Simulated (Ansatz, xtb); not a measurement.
**C5H3NOS: which of two isomers lies lower**

Structure I is `N#Cc1ccoc1S`, a singlet and structure II is `N#Cc1cc(S)co1`, a singlet. Both are isolated molecules in the gas phase, relaxed with PBE-D3(BJ)/def2-SVP; the shapes shown needn't be the lowest conformers.

I (Å):

```
atom    x (Å)    y (Å)    z (Å)
   C  -0.8691  -1.7915  -0.4618
   C   0.1422  -0.8871  -0.0483
   C   0.0468   0.1703   0.9365
   C   1.2778   0.7619   0.9837
   C   1.4535  -0.8417  -0.5219
   N  -1.7056  -2.5421  -0.8061
   O   2.1377   0.1490   0.0974
   S   2.2601  -1.8276  -1.7215
   H  -0.8412   0.4327   1.5198
   H   1.7044   1.5892   1.5577
   H   3.4425  -1.1645  -1.5905
```

II (Å):

```yaml
atoms:
  - { symbol: C, position_ang: [0.5712, -1.6098, -2.3303] }
  - { symbol: C, position_ang: [0.7041, -0.8960, -1.1134] }
  - { symbol: C, position_ang: [0.5670, -1.2868, 0.2078] }
  - { symbol: C, position_ang: [0.8391, -0.1194, 0.9956] }
  - { symbol: C, position_ang: [1.1118, 0.8926, 0.0909] }
  - { symbol: N, position_ang: [0.4552, -2.2255, -3.3247] }
  - { symbol: O, position_ang: [1.0231, 0.4389, -1.1826] }
  - { symbol: S, position_ang: [0.7286, 0.0801, 2.7499] }
  - { symbol: H, position_ang: [0.2994, -2.2855, 0.5671] }
  - { symbol: H, position_ang: [1.5702, -0.9452, 3.0674] }
  - { symbol: H, position_ang: [1.3690, 1.9490, 0.2159] }
```

Q: Estimate which is lower in electronic energy at CCSD(T)/def2-SVP + ΔMP2/def2-TZVPP, and by roughly how much.

A: The CCSD(T)/def2-SVP + ΔMP2/def2-TZVPP calculation puts structure I lower, by 0.102 eV.

The same difference at several levels:

| level | geometry | E(II) − E(I) (eV) | departure from the last row (eV) | job, with rough time for the two |
| --- | --- | --- | --- | --- |
| GFN2-xTB | GFN2-xTB | +0.097 | −0.006 | optimisation, 0.2 s |
| HF/STO-3G | GFN2-xTB | +0.235 | +0.133 | single point, 1 s |
| r2SCAN-D4/def2-SVP | GFN2-xTB | +0.147 | +0.045 | single point, 4.8 s |
| PBE-D3(BJ)/def2-SVP | PBE-D3(BJ)/def2-SVP | +0.108 | +0.006 | optimisation, 1.8 min |
| HF/def2-SVP | PBE-D3(BJ)/def2-SVP | +0.121 | +0.019 | part of the CCSD(T) run |
| MP2/def2-SVP | PBE-D3(BJ)/def2-SVP | +0.103 | +0.001 | part of the CCSD(T) run |
| CCSD(T)/def2-SVP | PBE-D3(BJ)/def2-SVP | +0.106 | +0.004 | single point |
| CCSD(T)/def2-SVP + ΔMP2/def2-TZVPP | PBE-D3(BJ)/def2-SVP | +0.102 |  | single point, 1.7 min |

As drawn, both hold the same kinds of bond in the same numbers.

None of the levels shown reverses the order. The largest departure from CCSD(T)/def2-SVP + ΔMP2/def2-TZVPP is that of HF/STO-3G, 0.133 eV. The last row adds to CCSD(T) the change of the MP2 difference between the two basis sets, here −0.004 eV.

With thermal terms from frequencies at re-optimised GFN2-xTB minima (ideal gas, soft modes damped towards free rotors, one conformer each, 298.15 K, 1 atm): on the last row, ΔE + ΔZPE = +0.100, ΔH = +0.101, ΔG = +0.098 eV.

The correlated steps freeze 12 core orbitals. Run with Ansatz 0.2.0, xtb 6.7.1; the last row on 2 threads of Intel(R) Xeon(R) Processor @ 2.70GHz on a shared host.
